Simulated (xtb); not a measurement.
C$_{5}$H$_{8}$O$_{2}$, triplet, at a GFN2-xTB geometry (a higher spin typed on purpose: for a closed-shell molecule this is an excited state); GFN1-xTB in xtb 6.7.1.

Here is a job for xtb.
```
$ xtb mol.xyz --gfn 1 --uhf 2 --opt --json

# file mol.xyz
15

C      2.61946234    -0.12080198     0.07519818
C      1.13145560    -0.37294384     0.28609939
O      0.75114903    -1.55352029     0.56135304
C      0.27351069     0.69117501    -0.04612125
C     -1.10274345     0.51481242    -0.28008457
C     -1.74111940    -0.81938388    -0.31466493
O     -1.95746116     1.58837860    -0.19956882
H      2.86650066    -0.15256796    -0.98633710
H      2.88575787     0.85534601     0.47350326
H      3.17943379    -0.89836698     0.58696588
H      0.71731664     1.66480346    -0.20227577
H     -2.71743804    -0.79755664     0.16405613
H     -1.85253099    -1.19554056    -1.33463996
H     -1.05858068    -1.51807561     0.20010768
H     -1.45335701     2.40594538    -0.11821467
```

What the program printed (banner, timings and long lists left out):

```
   ID    Z sym.   atoms
    1    6 C      1, 2, 4-6
    2    8 O      3, 7
    3    1 H      8-15

           -------------------------------------------------
          |                Calculation Setup                |
           -------------------------------------------------

           -------------------------------------------------
          |                 G F N 1 - x T B                 |
           -------------------------------------------------

          ...................................................
          :                      SETUP                      :
          :.................................................:
          :  # basis functions                  44          :
          :  # atomic orbitals                  44          :
          :  # shells                           30          :
          :  # electrons                        40          :
          :  # halogen bonds                     0          :
          :  max. iterations                   250          :
          :  Hamiltonian                  GFN1-xTB          :
          :  restarted?                      false          :
          :  GBSA solvation                  false          :
          :  PC potential                    false          :
          :  electronic temp.          300.0000000     K    :
          :  accuracy                    1.0000000          :
          :  -> integral cutoff          0.2500000E+02      :
          :  -> integral neglect         0.1000000E-07      :
          :  -> SCF convergence          0.1000000E-05 Eh   :
          :  -> wf. convergence          0.2000000E-04 e    :
          :  Broyden damping             0.4000000          :
          :  net charge                          0          :
          :  unpaired electrons                  2          :
          ...................................................

 iter      E             dE          RMSdq      gap      omega  full diag
   1    -24.2931863 -0.242932E+02  0.810E+00    2.71       0.0  T
   2    -24.2895527  0.363351E-02  0.552E+00    2.68       1.0  T
   3    -24.2213675  0.681853E-01  0.331E+00    3.11       1.0  T
   4    -24.3650407 -0.143673E+00  0.120E+00    2.86       1.0  T
   5    -24.3896898 -0.246491E-01  0.317E-01    2.69       1.0  T
   6    -24.3902187 -0.528942E-03  0.251E-01    2.70       1.0  T
   7    -24.3896233  0.595436E-03  0.315E-01    2.71       1.0  T
   8    -24.3919434 -0.232015E-02  0.270E-02    2.70       1.0  T
   9    -24.3919580 -0.145662E-04  0.173E-02    2.70       1.5  T
  10    -24.3919639 -0.587964E-05  0.347E-03    2.70       7.4  T
  11    -24.3919642 -0.279845E-06  0.608E-04    2.70      42.4  T
  12    -24.3919642 -0.225577E-08  0.467E-04    2.70      55.3  T
  13    -24.3919642 -0.510695E-08  0.287E-05    2.70     898.1  T
  14    -24.3919642  0.904166E-11  0.321E-05    2.70     805.3  T

   *** convergence criteria satisfied after 14 iterations ***

 transition dipole moment (au) for excitation:          20          21
     X       Y       Z
  -0.8432   0.3462  -0.2097  total (au/Debye):    0.935   2.377
 dE (eV)             :    3.315
 oscillator strength :  0.10048E+00

         :::::::::::::::::::::::::::::::::::::::::::::::::::::
         ::                     SUMMARY                     ::
         :::::::::::::::::::::::::::::::::::::::::::::::::::::
         :: total energy             -24.140492944805 Eh    ::
         :: gradient norm              0.024385809389 Eh/a0 ::
         :: HOMO-LUMO gap              2.701694018447 eV    ::
         ::.................................................::
         :: SCC energy               -24.391964166975 Eh    ::
         :: -> electrostatic           0.082093411682 Eh    ::
         :: repulsion energy           0.256849937216 Eh    ::
         :: dispersion energy         -0.005378715045 Eh    ::
         :: halogen bond corr.         0.000000000000 Eh    ::
         :: add. restraining           0.000000000000 Eh    ::
         :: total charge               0.000000000000 e     ::
         :::::::::::::::::::::::::::::::::::::::::::::::::::::

      -----------------------------------------------------------
     |                   =====================                   |
     |                        A N C O P T                        |
     |                   =====================                   |
     |               Approximate Normal Coordinate               |
     |                Rational Function Optimizer                |
      -----------------------------------------------------------
      -----------------------------------------------------------
     |                   =====================                   |
     |                        A N C O P T                        |
     |                   =====================                   |
     |               Approximate Normal Coordinate               |
     |                Rational Function Optimizer                |
      -----------------------------------------------------------

          ...................................................
          :                      SETUP                      :
          :.................................................:
          :   optimization level            normal          :
          :   max. optcycles                   200          :
          :   ANC micro-cycles                  20          :
          :   degrees of freedom                39          :
          :.................................................:
          :   RF solver                   davidson          :
          :   write xtbopt.log                true          :
          :   linear?                        false          :
          :   energy convergence         0.5000000E-05 Eh   :
          :   grad. convergence          0.1000000E-02 Eh/α :
          :   maxmium RF displ.          1.0000000          :
          :   Hlow (freq-cutoff)         0.1000000E-01      :
[...]
 * total energy  :   -24.1431871 Eh     change        0.1146410E-03 Eh
 * total energy  :   -24.1433751 Eh     change       -0.1880777E-03 Eh
 * total energy  :   -24.1433972 Eh     change       -0.2207089E-04 Eh
 * total energy  :   -24.1433704 Eh     change        0.2679571E-04 Eh
 * total energy  :   -24.1434429 Eh     change       -0.7250168E-04 Eh
 * total energy  :   -24.1434485 Eh     change       -0.5621151E-05 Eh
 * total energy  :   -24.1434547 Eh     change       -0.6187324E-05 Eh
 * total energy  :   -24.1434624 Eh     change       -0.7642755E-05 Eh
 * total energy  :   -24.1434668 Eh     change       -0.4437779E-05 Eh
 * total energy  :   -24.1434752 Eh     change       -0.8390092E-05 Eh
 * total energy  :   -24.1434802 Eh     change       -0.5004824E-05 Eh
 * total energy  :   -24.1434849 Eh     change       -0.4677544E-05 Eh
   *** GEOMETRY OPTIMIZATION CONVERGED AFTER 24 ITERATIONS ***
         :: total energy             -24.143484875181 Eh    ::
[...]
         :: gradient norm              0.000894736114 Eh/a0 ::
         :: HOMO-LUMO gap              2.397660344513 eV    ::
         ::.................................................::
         :: SCC energy               -24.389723343351 Eh    ::
         :: -> electrostatic           0.084509989154 Eh    ::
         :: repulsion energy           0.251619893464 Eh    ::
         :: dispersion energy         -0.005381425294 Eh    ::
         :: halogen bond corr.         0.000000000000 Eh    ::
         :: add. restraining           0.000000000000 Eh    ::
         :: total charge               0.000000000000 e     ::
         :::::::::::::::::::::::::::::::::::::::::::::::::::::

           -------------------------------------------------
          |                Property Printout                |
           -------------------------------------------------

    * Orbital Energies and Occupations

         #    Occupation            Energy/Eh            Energy/eV
      -------------------------------------------------------------
         1        2.0000           -0.8048758             -21.9018
       ...           ...                  ...                  ...
         9        2.0000           -0.5876974             -15.9921
        10        2.0000           -0.5784400             -15.7402
        11        2.0000           -0.5691617             -15.4877
        12        2.0000           -0.5606594             -15.2563
        13        2.0000           -0.5416361             -14.7387
        14        2.0000           -0.5275614             -14.3557
        15        2.0000           -0.5241165             -14.2619
        16        2.0000           -0.5158289             -14.0364
        17        2.0000           -0.5130041             -13.9596
        18        2.0000           -0.4975241             -13.5383
        19        2.0000           -0.4466147             -12.1530
        20        1.0000           -0.4219640             -11.4822
        21        1.0000           -0.3139663              -8.5435 (HOMO)
        22                         -0.2258539              -6.1458 (LUMO)
        23                         -0.1475016              -4.0137
        24                         -0.1364813              -3.7138
        25                         -0.1192970              -3.2462
        26                         -0.1016602              -2.7663
        27                         -0.0827185              -2.2509
        28                         -0.0657522              -1.7892
        29                         -0.0610695              -1.6618
        30                         -0.0456129              -1.2412
        31                          0.0708702               1.9285
        32                          0.1181439               3.2149
       ...                                ...                  ...
        44                          0.6383242              17.3697
      -------------------------------------------------------------
                  HL-Gap            0.0881124 Eh            2.3977 eV
             Fermi-level           -0.3520997 Eh           -9.5811 eV

  Mulliken/CM5 charges         n(s)   n(p)   n(d)
     1C    -0.10305 -0.24600   1.025  3.078  0.000
     2C     0.33507  0.35460   1.024  2.641  0.000
     3O    -0.50447 -0.55814   1.746  4.759  0.000
     4C    -0.05450 -0.10373   1.121  2.934  0.000
     5C     0.19250  0.19735   1.041  2.767  0.000
     6C    -0.08083 -0.22130   1.013  3.068  0.000
     7O    -0.49862 -0.69874   1.695  4.803  0.000
     8H     0.04442  0.09727   0.956  0.000  0.000
     9H     0.04438  0.09722   0.956  0.000  0.000
    10H     0.06521  0.12078   0.935  0.000  0.000
    11H     0.03686  0.09540   0.963  0.000  0.000
    12H     0.04957  0.10558   0.950  0.000  0.000
    13H     0.03858  0.09228   0.961  0.000  0.000
    14H     0.08296  0.14323   0.917  0.000  0.000
    15H     0.35193  0.52420   0.648  0.000  0.000

Wiberg/Mayer (AO) data.
largest (>0.10) Wiberg bond orders for each atom

 ---------------------------------------------------------------------------
     #   Z sym  total        # sym  WBO       # sym  WBO       # sym  WBO
 ---------------------------------------------------------------------------
     1   6 C    3.989 --    10 H    0.980     8 H    0.976     9 H    0.972
                             2 C    0.927
     2   6 C    3.895 --     3 O    1.576     4 C    1.225     1 C    0.927
                             5 C    0.116
     3   8 O    1.989 --     2 C    1.576     4 C    0.200
     4   6 C    3.661 --     2 C    1.225     5 C    1.112    11 H    0.971
                             3 O    0.200
     5   6 C    3.509 --     4 C    1.112     7 O    1.088     6 C    1.053
                             2 C    0.116
     6   6 C    3.994 --     5 C    1.053    12 H    0.983    13 H    0.972
                            14 H    0.921
     7   8 O    2.080 --     5 C    1.088    15 H    0.865
     8   1 H    1.005 --     1 C    0.976
     9   1 H    1.005 --     1 C    0.972
    10   1 H    1.005 --     1 C    0.980
    11   1 H    1.007 --     4 C    0.971
    12   1 H    1.005 --     6 C    0.983
    13   1 H    1.013 --     6 C    0.972
    14   1 H    1.010 --     6 C    0.921
    15   1 H    0.890 --     7 O    0.865
 ---------------------------------------------------------------------------

Topologies differ in total number of bonds
Writing topology from bond orders to xtbtopo.mol

 dipole moment from electron density (au)
     X       Y       Z
   0.8245   1.6194  -0.7655  total (Debye):    5.012

optimized geometry written to: xtbopt.xyz

           -------------------------------------------------
          | TOTAL ENERGY              -24.143484875181 Eh   |
          | GRADIENT NORM               0.000894736114 Eh/α |
          | HOMO-LUMO GAP               2.397660344513 eV   |
           -------------------------------------------------

normal termination of xtb
```
